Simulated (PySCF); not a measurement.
C$_{6}$H$_{6}$, charge +1, doublet, at a GFN2-xTB geometry (a state made from the parent by changing its charge; the spin is typed, not shown lowest), with bond 11-5 at 1.6 times its length; TPSS/3-21G (PySCF).

The PySCF input:
```python
from pyscf import gto, scf, dft

mol = gto.M(
    atom='''
C    -0.765961    1.134576    0.043215
C    -1.362820   -0.125510   -0.052862
C    -0.611660   -1.290375    0.001809
C     0.765961   -1.134576   -0.043215
C     1.362820    0.125510    0.052862
C     0.611660    1.290375   -0.001809
H    -1.380485    2.008172    0.239768
H    -2.426620   -0.203562   -0.257021
H    -1.072546   -2.263294   -0.061904
H     1.380485   -2.008172   -0.239768
H     3.064900    0.250394    0.379516
H     1.072546    2.263294    0.061904
''',
    basis='3-21g',
    charge=1,
    spin=1,
    verbose=4,
)

mf = dft.UKS(mol)
mf.xc = 'tpss'
mf.init_guess = 'vsap'
mf.kernel()
```

What the program printed (banner, timings and long lists left out):

```
PySCF version 2.14.0

[INPUT] verbose = 4
[INPUT] num. atoms = 12
[INPUT] num. electrons = 41
[INPUT] charge = 1
[INPUT] spin (= nelec alpha-beta = 2S) = 1
[INPUT] symmetry False subgroup None
[INPUT] Mole.unit = angstrom
[INPUT] Symbol           X                Y                Z      unit          X                Y                Z       unit  Magmom
[INPUT]  1 C     -0.765961000000   1.134576000000   0.043215000000 AA   -1.447456512098   2.144037907505   0.081664514473 Bohr   0.0
[INPUT]  2 C     -1.362820000000  -0.125510000000  -0.052862000000 AA   -2.575356557080  -0.237179525894  -0.099894702397 Bohr   0.0
[INPUT]  3 C     -0.611660000000  -1.290375000000   0.001809000000 AA   -1.155869881351  -2.438455347986   0.003418514559 Bohr   0.0
[INPUT]  4 C      0.765961000000  -1.134576000000  -0.043215000000 AA    1.447456512098  -2.144037907505  -0.081664514473 Bohr   0.0
[INPUT]  5 C      1.362820000000   0.125510000000   0.052862000000 AA    2.575356557080   0.237179525894   0.099894702397 Bohr   0.0
[INPUT]  6 C      0.611660000000   1.290375000000  -0.001809000000 AA    1.155869881351   2.438455347986  -0.003418514559 Bohr   0.0
[INPUT]  7 H     -1.380485000000   2.008172000000   0.239768000000 AA   -2.608738569070   3.794895091020   0.453095853435 Bohr   0.0
[INPUT]  8 H     -2.426620000000  -0.203562000000  -0.257021000000 AA   -4.585647208392  -0.384676429369  -0.485699298262 Bohr   0.0
[INPUT]  9 H     -1.072546000000  -2.263294000000  -0.061904000000 AA   -2.026818195998  -4.277005799371  -0.116981606015 Bohr   0.0
[INPUT] 10 H      1.380485000000  -2.008172000000  -0.239768000000 AA    2.608738569070  -3.794895091020  -0.453095853435 Bohr   0.0
[INPUT] 11 H      3.064900000000   0.250394000000   0.379516000000 AA    5.791821599179   0.473176083234   0.717181299890 Bohr   0.0
[INPUT] 12 H      1.072546000000   2.263294000000   0.061904000000 AA    2.026818195998   4.277005799371   0.116981606015 Bohr   0.0

nuclear repulsion = 201.968408865302
number of shells = 42
number of NR pGTOs = 108
number of NR cGTOs = 66
basis = 3-21g
ecp = {}

******** <class 'pyscf.dft.uks.UKS'> ********
method = UKS
initial guess = vsap
damping factor = 0
level_shift factor = 0
DIIS = <class 'pyscf.scf.diis.CDIIS'>
diis_start_cycle = 1
diis_space = 8
diis_damp = 0
SCF conv_tol = 1e-09
SCF conv_tol_grad = None
SCF max_cycles = 50
direct_scf = True
direct_scf_tol = 1e-13
number electrons alpha = 21  beta = 20
XC library pyscf.dft.libxc version 7.1.2
    S. Lehtola, C. Steigemann, M. J. T. Oliveira, and M. A. L. Marques,  SoftwareX 7, 1–5 (2018)
XC functionals = tpss
    J. Tao, J. P. Perdew, V. N. Staroverov, and G. E. Scuseria,  Phys. Rev. Lett. 91, 146401 (2003)
    J. P. Perdew, J. Tao, V. N. Staroverov, and G. E. Scuseria,  J. Chem. Phys. 120, 6898 (2004)
    J. Tao, J. P. Perdew, V. N. Staroverov, and G. E. Scuseria,  Phys. Rev. Lett. 91, 146401 (2003)
    J. P. Perdew, J. Tao, V. N. Staroverov, and G. E. Scuseria,  J. Chem. Phys. 120, 6898 (2004)
radial grids:
    Treutler-Ahlrichs [JCP 102, 346 (1995); DOI:10.1063/1.469408] (M4) radial grids

becke partition: Becke, JCP 88, 2547 (1988); DOI:10.1063/1.454033
pruning grids: <function nwchem_prune>
grids dens level: 3
symmetrized grids: False
atomic radii adjust function: <function treutler_atomic_radii_adjust>
small_rho_cutoff = 0
Set gradient conv threshold to 3.16228e-05
tot grids = 143560

init E= -229.7347132094
cycle= 1 E= -227.098912120117  delta_E= 2.64  |g|= 1.95  |ddm|=  3.9
cycle= 2 E= -215.041557106549  delta_E= 12.1  |g|= 4.95  |ddm|= 15.1
cycle= 3 E= -228.114194402987  delta_E= -13.1  |g|= 1.67  |ddm|= 13.8
cycle= 4 E= -230.215736980507  delta_E= -2.1  |g|= 0.771  |ddm|= 2.38
cycle= 5 E= -230.490634480467  delta_E= -0.275  |g|= 0.37  |ddm|=  1.3
cycle= 6 E= -230.562415445732  delta_E= -0.0718  |g|= 0.176  |ddm|= 0.638
cycle= 7 E= -230.582886700278  delta_E= -0.0205  |g|= 0.0358  |ddm|= 0.268
cycle= 8 E= -230.58325727346  delta_E= -0.000371  |g|= 0.0274  |ddm|= 0.0809
cycle= 9 E= -230.583828484268  delta_E= -0.000571  |g|= 0.00938  |ddm|= 0.0654
cycle= 10 E= -230.583893577302  delta_E= -6.51e-05  |g|= 0.00564  |ddm|= 0.0212
cycle= 11 E= -230.583910214218  delta_E= -1.66e-05  |g|= 0.00407  |ddm|= 0.00969
cycle= 12 E= -230.583921680458  delta_E= -1.15e-05  |g|= 0.00146  |ddm|= 0.00753
cycle= 13 E= -230.58392356927  delta_E= -1.89e-06  |g|= 0.000828  |ddm|= 0.00372
cycle= 14 E= -230.583924273297  delta_E= -7.04e-07  |g|= 0.000356  |ddm|= 0.00231
cycle= 15 E= -230.583924439733  delta_E= -1.66e-07  |g|= 0.000103  |ddm|= 0.00149
cycle= 16 E= -230.583924458174  delta_E= -1.84e-08  |g|= 4.79e-05  |ddm|= 0.000393
cycle= 17 E= -230.583924463672  delta_E= -5.5e-09  |g|= 3.41e-05  |ddm|= 0.00016
cycle= 18 E= -230.583924466846  delta_E= -3.17e-09  |g|= 2.35e-05  |ddm|= 0.000119
cycle= 19 E= -230.583924469152  delta_E= -2.31e-09  |g|= 1.28e-05  |ddm|= 0.000141
cycle= 20 E= -230.583924469654  delta_E= -5.02e-10  |g|= 9.68e-06  |ddm|= 6.81e-05
Extra cycle  E= -230.583924469528  delta_E= 1.26e-10  |g|= 1.96e-05  |ddm|= 3.85e-05
converged SCF energy = -230.583924469528  <S^2> = 0.75915296  2S+1 = 2.0091321
```
